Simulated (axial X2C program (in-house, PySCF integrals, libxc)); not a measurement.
**Worked dissociation energy of MoO⁺: CCSD, spin-free**

Computed with an axial X2C code built on PySCF integrals. Spin-free means the one-electron spin-free X2C Hamiltonian. Basis: Mo dyall-cv3z [11s12p9d5f3g], O dyall-av3z [7s6p3d2f] (cores contracted in-house); Gaussian nuclei, density fitting, unrestricted open shells. Masses: Mo 97.905 u, O 15.995 u.

Molecular state: M_S = 3/2, Λ = 0 (beyond evenly filled blocks: σα, δ+α, δ-α).

Correlated methods: 11 electrons correlated (number of frozen shells: Mo 4 s, 3 p, 1 d; O 1 s), 293 virtual spin orbitals or spinors in MP2, 90 natural virtuals in coupled cluster.

- E(Mo+) (2M_S = 5, M_L = 0): -4046.079014 hartree
- E(O) (2M_S = 2, M_L = 0): -75.038084 hartree
- E(MoO⁺) at Re: -4121.264539 hartree
- ωe: 1040.0 cm⁻¹

(1) Work out De and D0.

The state is a single determinant with fixed occupations, the lowest that a limited PBE0 search found. Dissociation energies refer to the lowest single-determinant-based atoms at the same level and basis. CCSD ran in a truncated set of natural virtual spinors with an MP2 remainder; without triples it tends to underbind. PBE0 can misorder states that lie within some tenths of an eV, so this need not be the ground state of the molecule. The nearest other spin-free determinant of the search, M_S = 3/2, Λ = 1, lies 0.50 eV up at the distance of the search. The determinant is spin-polarised beyond a pure state at some levels (its spin-free form has ⟨S²⟩ too high), which makes Re and μ there less reliable. The T1 diagnostic is large, a sign of multireference character. With the outer-core shells frozen, correlated bond lengths of heavy atoms tend to come out a few hundredths of an ångström too long.

Each atomic determinant is the lowest at this level and need not be a pure term. Totals compare only within one Hamiltonian and basis.

## Answers

(1) De = -4046.079014 + (-75.038084) − (-4121.264539) = 0.14744 hartree = 4.012 eV. The zero-point energy is ωe/2 = 520 cm⁻¹ = 0.064 eV, so D0 = 3.948 eV.
